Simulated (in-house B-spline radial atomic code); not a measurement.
# OLYP excitations of Se6+

Method: OLYP. Computed with an all-electron radial atomic-structure program (B-spline basis): linear response of the closed shell [Ar] 3d10 with the functional's adiabatic kernel; scalar-relativistic (spin-free one-electron X2C), finite nucleus, no spin-orbit coupling, no double excitations, S, P, D and F terms only. Only terms of natural parity with L up to 3 were computed.

Command:
```bash
python run_td.py task.json out
```
Settings (radii: box in bohr, nucleus in fm):
```
Z                        34
electrons                28
configuration            [Ar] 3d10
hamiltonian              x2c
method                   optx,lyp
box_radius               14.35
rms_radius               4.14
intervals                70
```

Time taken, with all properties: 1 s on 1 thread of Intel(R) Xeon(R) 6975P-C (Granite Rapids) (shared host).

The lowest states, in the order of their Tamm-Dancoff energies; the method's threshold (minus the highest occupied level) is 140.57 eV. Labels give the largest channel, * marks a mixed state, and oscillator strengths are full-response dipole values. Semilocal kernels can invert the small singlet-triplet splittings of Rydberg terms. Energies in eV:

```tsv
state	full response	Tamm-Dancoff	oscillator strength
3d → 4s 3D	49.47	49.49	-
3d → 4s 1D	50.35	50.36	-
3d → 4p 3P	64.16	64.20	-
3d → 4p 3F	64.28	64.30	-
3d → 4p 1F	?	?	-
3d → 4p 1P	66.29	66.38	0.509
3d → 4d 3S	86.10	86.15	-
3d → 4d 3D	86.64	86.65	-
3d → 4d 1D	87.55	87.57	-
3d → 4d 1S	93.36	94.16	-
3d → 5s 3D	96.87	96.88	-
3d → 5s 1D	97.14	97.15	-
3d → 5p 3P	102.82	102.83	-
3d → 5p 3F	102.92	102.92	-
3d → 5p 1F	103.14	103.14	-
3d → 5p 1P	103.46	103.48	0.0313
3d → 4f 3P	104.76	104.77	-
3d → 4f 3F	104.82	104.82	-
3d → 4f 1F	105.09	105.09	-
3d → 4f 1P	106.01	106.07	0.93
3d → 5d 3S	111.55	111.57	-
3d → 5d 3D	?	?	-
```

Q: Where does 3d → 5d 3D lie?

A: At 111.83 eV in full response, 111.84 eV in Tamm-Dancoff.

Q: Where does 3d → 4p 1F lie?

A: At 65.04 eV in full response, 65.04 eV in Tamm-Dancoff.

Q: How large is the singlet-triplet splitting of 3d → 4s (D terms) in Tamm-Dancoff?

A: 0.877 eV, from the unrounded values.

Q: What polarisabilities and dispersion coefficient does the method give?

A: Dipole 0.3841 bohr³, quadrupole 0.3662 bohr⁵, C6 0.5602 hartree·bohr⁶ for two such species.
